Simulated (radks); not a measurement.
Polarisabilities and homonuclear dispersion coefficients (atomic units). Calculated with a radial shooting solver on a logarithmic mesh with Libxc functionals: non-relativistic Kohn-Sham, PBE, spin-polarised, spherical densities, point nucleus. Response by self-consistent Sternheimer equations with the Hartree and adiabatic LDA kernel. For heavy and open-shell atoms this level of theory can miss by tens of per cent. "Uncoupled" leaves out the induced potential. Quadrupole and octupole values are given only where no p, d or f shell is open. The Sternheimer factor gamma scales a distant field gradient at the nucleus by 1 - gamma.

species  configuration  alpha1 (bohr^3)  alpha1, uncoupled  alpha2 (bohr^5)  alpha3 (bohr^7)     C6     C8  Sternheimer gamma  recommended alpha1
Cd       [Kr] 4d10 5s2            56.26              105.6            596.0            11270  520.1  30360              -19.6            46 +/- 2
In+      [Kr] 4d10 5s2            27.31              52.77            160.3             1712  189.5   6459              -17.1                   -
Sn2+     [Kr] 4d10 5s2            16.99              32.70            68.59            515.0  95.73   2318              -15.3                   -
Sb3+     [Kr] 4d10 5s2            11.79              22.48            36.05            208.7  56.10   1052              -14.0                   -
Te4+     [Kr] 4d10 5s2            8.723              16.46            21.32            100.4  35.89  547.8              -12.9                   -
I5+      [Kr] 4d10 5s2            6.731              12.57            13.63            54.05  24.35  312.3              -12.0                   -
Xe6+     [Kr] 4d10 5s2            5.355              9.909            9.201            31.62  17.24  189.9              -11.1                   -
Cs7+     [Kr] 4d10 5s2            4.359              8.000            6.475            19.76  12.62  121.4              -10.4                   -
Ba8+     [Kr] 4d10 5s2            3.613              6.583            4.706            13.10  9.476  80.61              -9.78                   -

Recommended values: Schwerdtfeger and Nagle, table of static dipole polarisabilities (2023 update), measured or computed.

Beside tabulated values, note that relativity, absent from the non-relativistic runs, is large for the heavy elements.
